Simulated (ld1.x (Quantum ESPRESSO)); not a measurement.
Before and after: TM semilocal potential for Cd (Z = 48)

- Element: Cd (Z = 48)
- Generator: ld1.x (Quantum ESPRESSO) 7.5
- Type: norm-conserving Troullier–Martins (semilocal form)
- Functional: PBE
- Relativity: scalar-relativistic
- Frozen core: [Ar] 3d10
- Valence charge: 20
- Reference configuration: 4s2 4p6 4d10 5s1.75 5p0.25
- Partial waves: 4s (bound): rc 0.85 bohr; 4p (bound): rc 1.50 bohr; 4d (bound): rc 1.80 bohr
- Local potential: the d channel
- Core correction: none

Occupied shells without a wave of their own: 5p, 5s. They enter only through the test configuration that unscreens the potential.

Change: core correction a·sin(br)/r model core inside 0.98 bohr (5p, 5s counted twice).

Cutoffs: the cutoffs (Ry, on a coarse ladder) from which the occupation-weighted sum of valence levels, in a spherical-Bessel basis at the reference potential, stays within 10 and 1 mRy of its value at 400 Ry; they do not see the model core or the augmentation charge, which bear on the density cutoff. Errors are all-electron minus pseudo energies relative to the spin-unpolarised reference configuration.

Problem. How do hardness, ghosts and transferability respond?

Solution. The potential gets neither clearly harder nor softer (160 Ry and 300 Ry → 160 Ry and 300 Ry); of the 7 tests that both files solve, the error grows in 7 and shrinks in 0 by more than 15 % and 0.3 meV (median size 157.3 → 258.1 meV); neither file shows a bound ghost. A semilocal file is local in each channel, so a ghost entry of none says nothing of the separable form that plane-wave codes build from it. In the changed file ld1.x takes every shell without a wave as core, so the model core holds the 5p, 5s electrons as well and exchange and correlation see them twice. This cancels in the reference configuration, but the file is broken for other ones, and its errors say nothing about a proper core correction. A model core, the more so a compact one, raises the density cutoff, which this test does not measure.

| quantity | base | changed |
| --- | --- | --- |
| cutoff, loose | 160 Ry | 160 Ry |
| cutoff, tight | 300 Ry | 300 Ry |
| bound ghosts | none | none |
| largest miss of a reference level, eV | 0.11 | 0.11 |
| error for 4s2 4p6 4d10 5s2 5p0, meV [ΔE -1.13 eV] | -0.3 | -2.8 |
| error for 4s2 4p6 4d10 5s1 5p0, meV [ΔE 8.14 eV] | -157 | -258 |
| error for 4s2 4p6 4d10 5s0 5p0, meV [ΔE 25.27 eV] | -386 | -788 |
| error for 4s2 4p6 4d9 5s0 5p0, meV [ΔE 63.28 eV] | -583 | -1195 |
| error for 4s2 4p6 4d8 5s0 5p0, meV [ΔE 117.34 eV] | -791 | -1615 |
| error for 4s2 4p6 4d9 5s2 5p0, meV [ΔE 16.85 eV] | -37 | -71 |
| error for 4s2 4p6 4d10 5s1.5 5p0, meV [ΔE 2.58 eV] | -70 | -97 |
| s: phases at 1.96 bohr within 0.05 rad from the reference energy up to (Ry; the scan ends near 5) | 0.0 | 0.0 |
| p: phases at 1.96 bohr within 0.05 rad from the reference energy up to (Ry; the scan ends near 5) | 0.2 | 0.2 |
| d: phases at 1.96 bohr within 0.05 rad from the reference energy up to (Ry; the scan ends near 5) | 3.3 | 3.3 |

Base: The 5p, 5s levels have no wave, so the channel is fitted at the deeper level alone: the likely source of the large errors.
